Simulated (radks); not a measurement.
Ionisation of the neodymium ion Nd3+, [Xe] 4f3, to [Xe] 4f2 as the strength of local exchange is varied. All-electron calculation, scalar-relativistic Kohn-Sham, Slater X-alpha exchange (alpha = 2/3 is LDA exchange), no correlation, spin-polarised, spherical densities, finite nucleus; open shells are filled with parallel spins first (spin-orbit coupling, left out, can overturn this in heavy ions); Fermi nuclear charge, rms radius 4.9123 fm. Program: a radial shooting solver on a logarithmic mesh with Libxc functionals.

alpha = 0.621: E(Nd3+) (hartree) -9595.1205; exchange (hartree) -193.9446; IE (eV) 38.042; -e of the level emptied (eV) 28.961 (4f); <r> of it (bohr) 0.9812
alpha = 0.628: E(Nd3+) (hartree) -9597.3142; exchange (hartree) -196.1743; IE (eV) 38.269; -e of the level emptied (eV) 29.169 (4f); <r> of it (bohr) 0.9792
alpha = 0.667: E(Nd3+) (hartree) -9609.5451; exchange (hartree) -208.6146; IE (eV) 39.543; -e of the level emptied (eV) 30.345 (4f); <r> of it (bohr) 0.9680
alpha = 0.769: E(Nd3+) (hartree) -9641.6051; exchange (hartree) -241.2911; IE (eV) 42.963; -e of the level emptied (eV) 33.518 (4f); <r> of it (bohr) 0.9409
alpha = 0.93: E(Nd3+) (hartree) -9692.4192; exchange (hartree) -293.2815; IE (eV) 48.607; -e of the level emptied (eV) 38.802 (4f); <r> of it (bohr) 0.9038

NIST Atomic Spectra Database: 40.60 eV (semi-empirical). The Delta-SCF value meets it near alpha = 0.70. Open shells are spherical and high-spin; term and fine-structure splittings are not resolved. Spin-orbit splitting is averaged out at the scalar-relativistic level. No tabulated value is given for the 4+ ions of Nd, Pm and Eu to Yb, where it belongs to another shell than the one emptied here.
